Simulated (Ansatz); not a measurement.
C$_{4}$H$_{10}$Zn, charge -1, doublet, at a GFN2-xTB geometry (such geometries of metal compounds can be far from the true shape) (a state made from the parent by changing its charge; the spin is typed, not shown lowest) (a gas-phase anion, which may not be bound at this level); B3LYP/6-31G* in Ansatz (a first-principles code).

Input for Ansatz:
Ansatz 0.2 input:
```yaml
crystal:
  periodic: [false, false, false]
  atoms:
    - {symbol: Zn, position_ang: [-0.35930238, 0.19506218, 0.98319154]}
    - {symbol: C, position_ang: [1.78502850, -0.89349234, 0.43956612]}
    - {symbol: C, position_ang: [1.50710689, -2.04326871, -0.51812868]}
    - {symbol: H, position_ang: [2.39056773, -1.27553541, 1.27998039]}
    - {symbol: H, position_ang: [2.42210181, -0.15663541, -0.07710398]}
    - {symbol: H, position_ang: [0.92581332, -1.69676843, -1.37388009]}
    - {symbol: H, position_ang: [0.93021212, -2.83105239, -0.02454080]}
    - {symbol: H, position_ang: [2.42224247, -2.52202426, -0.92043499]}
    - {symbol: C, position_ang: [-1.54664665, 0.77263080, -1.09910601]}
    - {symbol: C, position_ang: [-0.58453548, 1.53442689, -1.99925380]}
    - {symbol: H, position_ang: [-2.47886524, 1.35702728, -1.00783381]}
    - {symbol: H, position_ang: [-1.82989023, -0.16443712, -1.60656393]}
    - {symbol: H, position_ang: [0.34314941, 0.97508633, -2.12829590]}
    - {symbol: H, position_ang: [-0.32719072, 2.50400299, -1.56264791]}
    - {symbol: H, position_ang: [-0.98478914, 1.73669102, -3.01289071]}
basis:
  gaussian:
    orbitals: 6-31G*
hamiltonian:
  xc: b3lyp
total_charge: -1
magnetization: {spin_polarized: true, initial_magnetization: 1}
accuracy: high
```

What the program printed (banner, timings and long lists left out):

```
Functional definition: B3LYP
2700 factors; integrals over basis functions are off by at most 6.8e-9 eV
mean field evaluation 1: about -52714.3165 eV, gradient 3.8e1 eV
mean field evaluation 2: about -52703.0446 eV, gradient 5.8e1 eV
mean field evaluation 4: about -52721.3002 eV, gradient 2.1e0 eV
mean field evaluation 8: about -52721.5674 eV, gradient 2.2e-1 eV
mean field evaluation 16: about -52721.5677 eV, gradient 4.8e-4 eV
mean field evaluation 32: about -52721.5677 eV, gradient 2.0e-8 eV
mean field -52721.56771504 eV, -1937.4818775655 hartree, gradient 2.0e-8 eV, S^2 0.755831; 0 other end points of the search recorded, 0 dependent functions left out
reference -52721.56776478 eV, -1937.4818793936 hartree; 33, 32 occupied and 83, 84 virtual orbitals, 2700 factors
Total energy: -52721.56776478 eV, -1937.4818793936 hartree
```
